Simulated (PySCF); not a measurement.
# Telling isomers of C6H7N3O apart by NMR

Single conformer, non-relativistic, isolated molecule, fast rotation and ring inversion assumed for equivalent nuclei. NMR shieldings at PBE0/pcSseg-1/GIAO; geometry from GFN2-xTB; PySCF 2.14.0 with density-fitted response routines.

Scale: ¹H (σ = 31.72 ppm) and ¹³C (σ = 186.93 ppm) vs TMS (reference shieldings calculated alike). Where no couplings were computed, multiplicities follow the n + 1 count of equivalent neighbours, and m marks all less simple cases (inequivalent or close neighbours, rings, F or P nearby). Shifts are as computed. Against solution values, carbons near 30 ppm lie about +3 ppm off and those near 130 ppm about +5 ppm. Of 1211 compounds with measured shifts, 218 miss one by over three times the rms of a fit or turn the order of signals round; such compounds aren't used in these exercises.

(1) Tabulate the signals of `Cc1nnc(C=O)c(C)n1`, `O=Cc1nncn1C1CC1`, `CC(=O)c1nncnc1C`, `CCc1cc(C=O)nnn1`, `O=Cc1cn(C2CC2)nn1`, `C=Cn1cc(C(C)=O)nn1` and their relative energies.

(2) What is the quickest way to tell Cc1nnc(C=O)c(C)n1 from O=Cc1cn(C2CC2)nn1?

(3) What is the quickest way to tell CCc1cc(C=O)nnn1 from O=Cc1cn(C2CC2)nn1?

(4) What is the quickest way to tell CC(=O)c1nncnc1C from CCc1cc(C=O)nnn1?

## Answers

(1) 
```json
{"SMILES": "Cc1nnc(C=O)c(C)n1", "carbon types": "3×C 1×CH 2×CH3", "δC": "203.2, 172.0, 167.7, 155.6, 27.7, 27.2", "δH": "10.80 (s, 1H), 3.23 (s, 3H), 3.04 (s, 3H)", "E rel. (kcal/mol)": "0.2"}
{"SMILES": "O=Cc1nncn1C1CC1", "carbon types": "1×C 3×CH 2×CH2", "δC": "189.7, 158.3, 143.5, 29.3, 10.5", "δH": "10.43 (s, 1H), 7.81 (s, 1H), 4.53 (m, 1H), 1.20 (m, 2H), 0.91 (m, 2H)", "E rel. (kcal/mol)": "12.9"}
{"SMILES": "CC(=O)c1nncnc1C", "carbon types": "3×C 1×CH 2×CH3", "δC": "208.1, 167.4, 162.8, 156.9, 31.6, 28.4", "δH": "9.94 (s, 1H), 3.15 (s, 3H), 3.12 (s, 3H)", "E rel. (kcal/mol)": "0.0"}
{"SMILES": "CCc1cc(C=O)nnn1", "carbon types": "2×C 2×CH 1×CH2 1×CH3", "δC": "202.7, 171.8, 152.4, 118.2, 35.3, 20.0", "δH": "10.69 (s, 1H), 7.78 (s, 1H), 3.25 (q, 2H), 1.46 (t, 3H)", "E rel. (kcal/mol)": "24.8"}
{"SMILES": "O=Cc1cn(C2CC2)nn1", "carbon types": "1×C 3×CH 2×CH2", "δC": "190.8, 153.1, 133.6, 32.9, 12.6", "δH": "10.39 (s, 1H), 8.26 (s, 1H), 3.58 (m, 1H), 1.85 (m, 2H), 1.21 (m, 2H)", "E rel. (kcal/mol)": "20.9"}
{"SMILES": "C=Cn1cc(C(C)=O)nn1", "carbon types": "2×C 2×CH 1×CH2 1×CH3", "δC": "197.5, 153.0, 134.6, 132.1, 114.5, 31.0", "δH": "7.94 (s, 1H), 7.27 (m, 1H), 7.11 (m, 1H), 5.58 (m, 1H), 2.88 (s, 3H)", "E rel. (kcal/mol)": "10.8"}
```

Energies are electronic energies at PBE0/pcSseg-1 on these geometries, without zero-point or thermal terms, each for the one conformer computed, which needn't be the lowest.

(2) Count the carbon signals: 6 against 5. The first has a methyl carbon on an aromatic ring (CH3) at 27.7 ppm, the second an aromatic CH next to a ring nitrogen at 133.6 ppm. Their most deshielded carbons lie at 203.2 and 190.8 ppm. In the proton spectra the most deshielded non-exchanging signals are 10.80 (s, 1H) and 10.39 (s, 1H).

(3) Count the carbon signals: 6 against 5. The first has a methyl carbon (CH3) at 20.0 ppm, the second a three-membered-ring carbon (CH) at 32.9 ppm. Their most deshielded carbons lie at 202.7 and 190.8 ppm.

(4) Both give the same number of carbon signals, but DEPT or the intensities differ. The first has an aromatic CH between two ring heteroatoms at 162.8 ppm, the second an sp3 CH2 on an aromatic ring at 35.3 ppm. Their most deshielded carbons lie at 208.1 and 202.7 ppm. In the proton spectra the most deshielded non-exchanging signals are 9.94 (s, 1H) and 10.69 (s, 1H).
